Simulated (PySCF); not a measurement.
From one molecule to another.

First species: C4H6OSi.
SMILES: `O=CC#CC[SiH3]`

Second species: octahydroindole, C₈H₁₅N.
SMILES: `C1CC[C@H]2NCC[C@H]2C1`

Levels: CAM-B3LYP/def2-SVPD for HOMO energy, LUMO energy, HOMO–LUMO gap and static isotropic polarisability; TDDFT CAM-B3LYP/def2-SVPD for lowest singlet excitation. Geometries: PBE0-D3(BJ)/def2-SVP. Each structure is a single optimised conformer of the isolated species, non-relativistic unless stated. Electronic properties by PySCF.

**Question.** Which has the higher LUMO energy?

**Answer.** The second: 1.35 eV against -0.74 eV, a difference of 2.09 eV.

**Question.** Which has the higher static isotropic polarisability?

**Answer.** The second: 95.7 au against 82.4 au, a difference of 13.3 au.

**Question.** Which has the higher HOMO–LUMO gap?

**Answer.** The second: 8.84 eV against 8.59 eV, a difference of 0.25 eV.

**Question.** Which has the higher S1 energy?

**Answer.** The second: 5.86 eV against 3.96 eV, a difference of 1.90 eV.

**Question.** Which has the higher HOMO energy?

**Answer.** The second: -7.49 eV against -9.33 eV, a difference of 1.84 eV.

On the first: The principal polarisabilities are 62.5, 64.5 and 120.2 au; their mean is the isotropic value. In wavenumbers S1 is 31900 cm⁻¹ (1 eV = 8065.54 cm⁻¹).

On the second: The polarisability is 14.19 Å³ as a volume (1 au = 0.148185 Å³), or 1.37 au for each of the 70 electrons. S1 lies 2.98 eV below the HOMO–LUMO gap; its leading configuration is HOMO→LUMO, weight 0.49, beside HOMO→LUMO+2, weight 0.28.
